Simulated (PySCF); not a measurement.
2-chloropent-1-en-4-yne (C₅H₅Cl), SMILES C#CCC(=C)Cl. Atoms are numbered in the order given.

```xyz
11

C      2.5879    -0.1114     1.0563
C      1.6568    -0.5469     0.4179
C      0.5275    -1.0729    -0.3508
C     -0.7726    -0.3411    -0.1062
C     -1.8745    -0.8850     0.4110
Cl    -0.7438     1.3450    -0.5831
H      3.4128     0.2780     1.6221
H      0.7678    -1.0199    -1.4280
H      0.3767    -2.1381    -0.1096
H     -2.7881    -0.3052     0.5499
H     -1.8743    -1.9362     0.7086
```

The structure is a stationary point at B3LYP-D3(BJ)/def2-SVP. One conformer was computed; it need not be the lowest.

Two levels are set side by side: PBE/pcSseg-1 (PySCF) and PBE0/pcSseg-1 (PySCF). GIAO shifts against HCl (³⁵Cl), TMS (¹H), TMS (¹³C) at the same level; non-relativistic, no solvent, atoms listed together averaged. Without spin–orbit terms, shifts of atoms bonded to Cl or Br come out too high at both levels. Differences are taken from unrounded values.

```json
[
 {"quantity": "δ(¹³C) of C1 (ppm)", "PBE": "76.2"},
 {"quantity": "δ(¹³C) of C2 (ppm)", "PBE": "82.4"},
 {"quantity": "δ(¹³C) of C3 (ppm)", "PBE": "37.1"},
 {"quantity": "δ(¹³C) of C4 (ppm)", "PBE": "156.2"},
 {"quantity": "δ(¹³C) of C5 (ppm)", "PBE": "120.3"},
 {"quantity": "δ(³⁵Cl) of Cl6 (ppm)", "PBE": "296.3"},
 {"quantity": "δ(¹H) of H7 (ppm)", "PBE": "2.08"},
 {"quantity": "δ(¹H) of H8, H9 (ppm)", "PBE": "3.45"},
 {"quantity": "δ(¹H) of H10, H11 (ppm)", "PBE": "5.64"}
]
```

Problem. These are the PBE values. What does PBE0 give? (Estimate from the structure and the level; the computed values follow.)

Solution. 
```csv
quantity,PBE0,PBE minus PBE0
δ(¹³C) of C1 (ppm),79.7,-3.5
δ(¹³C) of C2 (ppm),83.5,-1.1
δ(¹³C) of C3 (ppm),35.0,2.0
δ(¹³C) of C4 (ppm),156.3,0.0
δ(¹³C) of C5 (ppm),123.7,-3.4
δ(³⁵Cl) of Cl6 (ppm),264.4,31.9
δ(¹H) of H7 (ppm),2.27,-0.19
"δ(¹H) of H8, H9 (ppm)",3.34,0.11
"δ(¹H) of H10, H11 (ppm)",5.75,-0.11
```

Rough cost on one machine, each run with all the roots and properties that it gave: PBE0 against PBE within a factor of 2.
